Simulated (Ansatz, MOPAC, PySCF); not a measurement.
Species: GeSiH3, net charge -1, singlet state. SMILES: [SiH-]=[GeH2]
Geometry from a B3LYP-D3(BJ)/def2-TZVP (Ansatz, a first-principles code) optimisation:
```xyz
5

Si    -1.5899     0.1781    -0.0307
Ge     0.6489    -0.0324     0.0145
H     -1.7620    -1.3495    -0.1105
H      1.6035    -1.2785    -0.0234
H      1.6516     1.1711     0.0989
```
Charge -1, spin multiplicity 1.

Unscaled harmonic wavenumbers (cm⁻¹) in rising order, each level at the stationary point that it reaches from this structure (no distance between atoms moves by over 0.3 Å); the order of modes can differ between levels, and a negative number is imaginary. B3LYP-D3(BJ)/def2-TZVP (PySCF, at the structure above): 274, 356, 416, 592, 675, 881, 1908, 1938, 1960.

AM1 (MOPAC): 269, 270, 313, 444, 534, 610, 1960, 2005, 2184. Zero-point energy 12.3 against 12.9 kcal/mol; where all levels lie over 400 cm⁻¹, the wavenumbers are on average 0.902 times those of B3LYP-D3(BJ)/def2-TZVP.

PM3 (MOPAC): 211, 304, 461, 463, 576, 613, 1803, 1843, 1941. Zero-point energy 11.7 against 12.9 kcal/mol; where all levels lie over 400 cm⁻¹, the wavenumbers are on average 0.870 times those of B3LYP-D3(BJ)/def2-TZVP.

HF/3-21G (Ansatz): 249, 418, 424, 638, 756, 956, 1948, 2008, 2037. Zero-point energy 13.5 against 12.9 kcal/mol; where all levels lie over 400 cm⁻¹, the wavenumbers are on average 1.063 times those of B3LYP-D3(BJ)/def2-TZVP.

B3LYP/6-31G* with LANL2DZ past Ar (Ansatz): 265, 369, 407, 591, 690, 895, 1889, 1924, 1929. Zero-point energy 12.8 against 12.9 kcal/mol; where all levels lie over 400 cm⁻¹, the wavenumbers are on average 1.001 times those of B3LYP-D3(BJ)/def2-TZVP.
